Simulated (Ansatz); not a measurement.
Ansatz (a quantum-chemistry and plane-wave program) input (RI-MP2/def2-TZVPP):
A basis named .json is the Basis Set Exchange file of that set.

Ansatz 0.2 input:
```yaml
crystal:
  periodic: [false, false, false]
  atoms:
    - {symbol: Te, position_ang: [-0.00222639, -0.01879001, 0.32322704]}
    - {symbol: F, position_ang: [1.35229803, -0.75173524, -0.65903022]}
    - {symbol: F, position_ang: [0.01331367, 1.59534830, -0.53181124]}
    - {symbol: F, position_ang: [-1.35274809, -0.73504857, -0.67669258]}
basis:
  gaussian:
    orbitals: def2-TZVPP
    fitting: {mean_field: def2-universal-jkfit, correlation: def2-TZVPP-RIFIT.json}
total_charge: 1
magnetization: {spin_polarized: false}
correlation: {method: mp2, electrons: outside_noble_gas}
```

End of the output:

```
integrals: 0.08 GiB planned
449 factors; integrals over basis functions are off by at most 1.6e0 eV
412 factors; integrals over basis functions are off by at most 5.5e-1 eV
mean field: 0.37 GiB planned
mean field evaluation 1: about -15369.5674 eV, gradient 7.5e1 eV
mean field evaluation 2: about -15373.0451 eV, gradient 6.3e1 eV
mean field evaluation 4: about -15378.2174 eV, gradient 9.6e-1 eV
mean field evaluation 8: about -15378.2231 eV, gradient 7.7e-7 eV
mean field -15378.22314964 eV, -565.1392770152 hartree, gradient 7.7e-7 eV, S^2 0.000000; 0 other end points of the search recorded, 0 dependent functions left out
12 core orbitals not correlated
reference -15378.22314964 eV, -565.1392770152 hartree; 13, 13 occupied and 118, 118 virtual orbitals, 412 factors
second order -24.34817015 eV of doubles, -0.00000000 eV of singles
Total energy: -15402.57131978 eV, -566.0340557642 hartree
```
